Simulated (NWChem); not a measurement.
# C₂H₄F₂OSi; SMILES O=CC(F)(F)[SiH3]

```xyz
10

O     -0.8712     2.0744     0.0451
C     -0.1455     1.3521    -0.5737
C      0.4125     0.0561     0.0012
F      0.8260     0.2726     1.2743
F      1.4965    -0.3002    -0.7453
Si    -0.8589    -1.4104     0.0053
H      0.1579     1.5417    -1.6354
H     -1.9845    -1.0512     0.9092
H     -1.3429    -1.6119    -1.3905
H     -0.1222    -2.6089     0.4902
```
Atoms are numbered in this order, from 1.

Program: NWChem. Pople sets run with spherical d functions. The geometry was optimised at PBE0/def2-SVP. B3LYP is NWChem's, with the RPA form of VWN correlation. GIAO values for the isolated, static molecule; σ is the absolute isotropic shielding, δ = σ(reference) − σ with the isolated reference molecule computed at the same levels (13C: tetramethylsilane, 19F: trichlorofluoromethane, 1H: tetramethylsilane, 17O: water, 29Si: tetramethylsilane).

```json
[
 {"level": "B3LYP/6-31G*", "δ O1 (ppm)": "631.2", "δ C3 (ppm)": "118.6", "δ F4 (ppm)": "-124.9", "δ F5 (ppm)": "-140.6", "δ Si6 (ppm)": "-33.1", "δ H7 (ppm)": "9.88", "δ H8 (rotor mean) (ppm)": "4.01"},
 {"level": "BHandHLYP/pcSseg-1", "δ O1 (ppm)": "___", "δ C3 (ppm)": "___", "δ F4 (ppm)": "___", "δ F5 (ppm)": "___", "δ Si6 (ppm)": "___", "δ H7 (ppm)": "___", "δ H8 (rotor mean) (ppm)": "___"},
 {"level": "LDA (Slater exchange, VWN5)/pcSseg-1", "δ O1 (ppm)": "757.5", "δ C3 (ppm)": "135.4", "δ F4 (ppm)": "-138.5", "δ F5 (ppm)": "-158.1", "δ Si6 (ppm)": "-75.4", "δ H7 (ppm)": "10.29", "δ H8 (rotor mean) (ppm)": "4.19"}
]
```

Task: Fill in the missing entries.

Result: 
- BHandHLYP/pcSseg-1, δ O1 (ppm): 740.5
- BHandHLYP/pcSseg-1, δ C3 (ppm): 121.1
- BHandHLYP/pcSseg-1, δ F4 (ppm): -120.4
- BHandHLYP/pcSseg-1, δ F5 (ppm): -134.0
- BHandHLYP/pcSseg-1, δ Si6 (ppm): -64.3
- BHandHLYP/pcSseg-1, δ H7 (ppm): 9.59
- BHandHLYP/pcSseg-1, δ H8 (rotor mean) (ppm): 3.89
